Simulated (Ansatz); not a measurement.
`[CH3][In]([CH3])[CH]=S`. The species carries charge 0 and has multiplicity 1. In takes the def2 core potential. The geometry is a stationary point of PBE0-D4/def2-TZVP. It is one conformer, not always the lowest.

```xyz
12

C     0.574   -0.565    1.980
In    0.152   -0.027   -0.056
C    -0.096    1.889   -0.994
C    -0.344   -1.712   -1.337
S    -1.942   -1.814   -1.058
H     0.361    0.260    2.659
H    -0.036   -1.427    2.255
H     1.626   -0.840    2.081
H    -0.938    1.840   -1.686
H    -0.280    2.671   -0.257
H     0.801    2.145   -1.560
H     0.121   -2.419   -2.027
```

(1) What is the dipole moment at PBE/def2-TZVPP? (Estimate.)

(2) And with r2SCAN, B3LYP, ωB97M-V? (Estimate.)

(3) Give the Mulliken charges with PBE, B3LYP, ωB97M-V in def2-TZVPP. (Best estimate.)

Results:

(1) Ansatz gave: 1.72 D, with components (1.63, 0.56, 0.10) D in this frame, pointing from negative to positive charge.

(2) Computed: r2SCAN 1.90 D, B3LYP 1.91 D, ωB97M-V 1.98 D.

(3) The calculation gave: 
```csv
atom,PBE,B3LYP,ωB97M-V
C1,-0.55,-0.57,-0.60
In2,0.70,0.77,0.70
C3,-0.55,-0.57,-0.60
C4,-0.20,-0.23,-0.25
S5,-0.17,-0.19,-0.15
H6,0.11,0.11,0.13
H7,0.12,0.12,0.13
H8,0.11,0.10,0.12
H9,0.12,0.12,0.13
H10,0.11,0.11,0.13
H11,0.11,0.10,0.12
H12,0.11,0.12,0.13
```

B3LYP here is the variant with VWN-RPA as its local correlation; programs differ in this.
